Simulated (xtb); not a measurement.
Job for xtb: GFN1-xTB on C2H4O2 (a complex), monomers drawn apart or pushed together.

```
$ xtb mol.xyz --gfn 1 --sp --chrg 0 --uhf 0
8

C      0.00378860    -0.05332310     0.07245600
H      0.09211875    -0.01137116    -1.01206274
H     -1.04859502    -0.11948608     0.34600015
H      0.52965188    -0.93188648     0.44388972
H      0.43876912     0.84734216     0.50382329
O     -0.33413797    -0.96611257     4.85581989
C     -0.00876219     0.14672880     4.84421622
O      0.31655798     1.25978651     4.83593757
```

It printed:

```
[...]
           -------------------------------------------------
          |                Calculation Setup                |
           -------------------------------------------------



molecular fragmentation (1/2 indicates fragments):
11111222
# atoms in fragment 1/2:     5     3
 fragment masses (1/2) :       16.04       44.01
CMA distance (Bohr)    :   9.029
constraining FC (au)   :  0.0500

           -------------------------------------------------
          |                 G F N 1 - x T B                 |
           -------------------------------------------------

        Reference                      10.1021/acs.jctc.7b00118
      * Hamiltonian:
        H0-scaling (s, p, d)           1.850000    2.250000    2.000000
        zeta-weighting                 0.000000
      * Dispersion:
        s8                             2.400000
        a1                             0.630000
        a2                             5.000000
        s9                             0.000000
      * Repulsion:
        kExp                           1.500000
        rExp                           1.000000
      * Coulomb:
        alpha                          2.000000
        third order                    atomic
        anisotropic                    false
      * Halogen bond correction:
        rad-scale                      1.300000
        damping                        0.440000


          ...................................................
          :                      SETUP                      :
          :.................................................:
          :  # basis functions                  24          :
          :  # atomic orbitals                  24          :
          :  # shells                           16          :
          :  # electrons                        24          :
          :  # halogen bonds                     0          :
          :  max. iterations                   250          :
          :  Hamiltonian                  GFN1-xTB          :
          :  restarted?                      false          :
          :  GBSA solvation                  false          :
          :  PC potential                    false          :
          :  electronic temp.          300.0000000     K    :
          :  accuracy                    1.0000000          :
          :  -> integral cutoff          0.2500000E+02      :
          :  -> integral neglect         0.1000000E-07      :
          :  -> SCF convergence          0.1000000E-05 Eh   :
          :  -> wf. convergence          0.2000000E-04 e    :
          :  Broyden damping             0.4000000          :
          :  net charge                          0          :
          :  unpaired electrons                  0          :
          ...................................................

 iter      E             dE          RMSdq      gap      omega  full diag
   1    -15.8580637 -0.158581E+02  0.780E+00    9.31       0.0  T
   2    -15.9882234 -0.130160E+00  0.459E+00    8.52       1.0  T
   3    -15.9941035 -0.588011E-02  0.235E+00    8.05       1.0  T
   4    -15.9992458 -0.514235E-02  0.197E-01    6.60       1.0  T
   5    -15.9993853 -0.139504E-03  0.151E-01    6.68       1.0  T
   6    -15.9995978 -0.212502E-03  0.588E-03    6.64       6.0  T
   7    -15.9995976  0.188233E-06  0.679E-03    6.64       5.2  T
   8    -15.9995980 -0.388429E-06  0.104E-04    6.64     340.1  T
   9    -15.9995980  0.409450E-11  0.831E-05    6.64     425.2  T

   *** convergence criteria satisfied after 9 iterations ***

         #    Occupation            Energy/Eh            Energy/eV
      -------------------------------------------------------------
         1        2.0000           -0.9006630             -24.5083
       ...           ...                  ...                  ...
         6        2.0000           -0.6613038             -17.9950
         7        2.0000           -0.6283694             -17.0988
         8        2.0000           -0.6018561             -16.3773
         9        2.0000           -0.6018559             -16.3773
        10        2.0000           -0.5148985             -14.0111
        11        2.0000           -0.5144205             -13.9981
        12        2.0000           -0.5140520             -13.9881 (HOMO)
        13                         -0.2701523              -7.3512 (LUMO)
        14                         -0.2701469              -7.3511
        15                         -0.1474950              -4.0135
        16                         -0.0613593              -1.6697
        17                         -0.0611222              -1.6632
       ...                                ...                  ...
        24                          1.4589976              39.7013
      -------------------------------------------------------------
                  HL-Gap            0.2438997 Eh            6.6368 eV
             Fermi-level           -0.3921021 Eh          -10.6696 eV

 SCC (total)                   0 d,  0 h,  0 min,  0.009 sec
 SCC setup                      ...        0 min,  0.000 sec (  2.656%)
 Dispersion                     ...        0 min,  0.000 sec (  1.271%)
 classical contributions        ...        0 min,  0.000 sec (  0.423%)
 integral evaluation            ...        0 min,  0.002 sec ( 22.678%)
 iterations                     ...        0 min,  0.003 sec ( 32.799%)
 molecular gradient             ...        0 min,  0.003 sec ( 36.134%)
 printout                       ...        0 min,  0.000 sec (  3.681%)

         :::::::::::::::::::::::::::::::::::::::::::::::::::::
         ::                     SUMMARY                     ::
         :::::::::::::::::::::::::::::::::::::::::::::::::::::
         :: total energy             -15.818591124224 Eh    ::
         :: gradient norm              0.060683615184 Eh/a0 ::
         :: HOMO-LUMO gap              6.636848553230 eV    ::
         ::.................................................::
         :: SCC energy               -15.999598025132 Eh    ::
         :: -> electrostatic           0.071883110280 Eh    ::
         :: repulsion energy           0.182096950260 Eh    ::
         :: dispersion energy         -0.001090049352 Eh    ::
         :: halogen bond corr.         0.000000000000 Eh    ::
         :: add. restraining           0.000000000000 Eh    ::
         :: total charge              -0.000000000000 e     ::
         :::::::::::::::::::::::::::::::::::::::::::::::::::::

           -------------------------------------------------
          |                Property Printout                |
           -------------------------------------------------

    * Orbital Energies and Occupations

         #    Occupation            Energy/Eh            Energy/eV
      -------------------------------------------------------------
         1        2.0000           -0.9006630             -24.5083
         2        2.0000           -0.8866179             -24.1261
         3        2.0000           -0.7263745             -19.7657
         4        2.0000           -0.7187831             -19.5591
         5        2.0000           -0.7187830             -19.5591
         6        2.0000           -0.6613038             -17.9950
         7        2.0000           -0.6283694             -17.0988
         8        2.0000           -0.6018561             -16.3773
         9        2.0000           -0.6018559             -16.3773
        10        2.0000           -0.5148985             -14.0111
        11        2.0000           -0.5144205             -13.9981
        12        2.0000           -0.5140520             -13.9881 (HOMO)
        13                         -0.2701523              -7.3512 (LUMO)
        14                         -0.2701469              -7.3511
Note: The following floating-point exceptions are signalling: IEEE_DENORMAL
normal termination of xtb
        15                         -0.1474950              -4.0135
        16                         -0.0613593              -1.6697
        17                         -0.0611222              -1.6632
        18                         -0.0606018              -1.6491
        19                          0.2360124               6.4222
        20                          0.2660653               7.2400
        21                          0.2665893               7.2543
        22                          0.2696201               7.3367
        23                          0.5128282              13.9548
        24                          1.4589976              39.7013
      -------------------------------------------------------------
                  HL-Gap            0.2438997 Eh            6.6368 eV
             Fermi-level           -0.3921021 Eh          -10.6696 eV

  Mulliken/CM5 charges         n(s)   n(p)   n(d)
     1C    -0.13121 -0.32269   0.986  3.145  0.000
     2H     0.03373  0.08163   0.966  0.000  0.000
     3H     0.03245  0.08034   0.968  0.000  0.000
     4H     0.03262  0.08053   0.967  0.000  0.000
     5H     0.03242  0.08035   0.968  0.000  0.000
     6O    -0.37186 -0.41331   1.714  4.658  0.000
     7C     0.74387  0.82661   0.914  2.342  0.000
     8O    -0.37202 -0.41345   1.714  4.658  0.000

Wiberg/Mayer (AO) data.
largest (>0.10) Wiberg bond orders for each atom

 ---------------------------------------------------------------------------
     #   Z sym  total        # sym  WBO       # sym  WBO       # sym  WBO
 ---------------------------------------------------------------------------
     1   6 C    3.993 --     5 H    0.998     3 H    0.998     4 H    0.998
                             2 H    0.998
     2   1 H    1.001 --     1 C    0.998
     3   1 H    1.001 --     1 C    0.998
     4   1 H    1.001 --     1 C    0.998
     5   1 H    1.001 --     1 C    0.998
     6   8 O    2.244 --     7 C    1.924     8 O    0.320
     7   6 C    3.848 --     6 O    1.924     8 O    1.924
     8   8 O    2.243 --     7 C    1.924     6 O    0.320
 ---------------------------------------------------------------------------

Topologies differ in total number of bonds
Writing topology from bond orders to xtbtopo.mol

 dipole moment from electron density (au)
     X       Y       Z
  -0.0005  -0.0012  -0.0069  total (Debye):    0.018


           -------------------------------------------------
          | TOTAL ENERGY              -15.818591124224 Eh   |
          | GRADIENT NORM               0.060683615184 Eh/α |
          | HOMO-LUMO GAP               6.636848553230 eV   |
           -------------------------------------------------

------------------------------------------------------------------------
------------------------------------------------------------------------
 total:
 SCF:
```

The run finished.

Cost: around 0.08 core-seconds (rough).
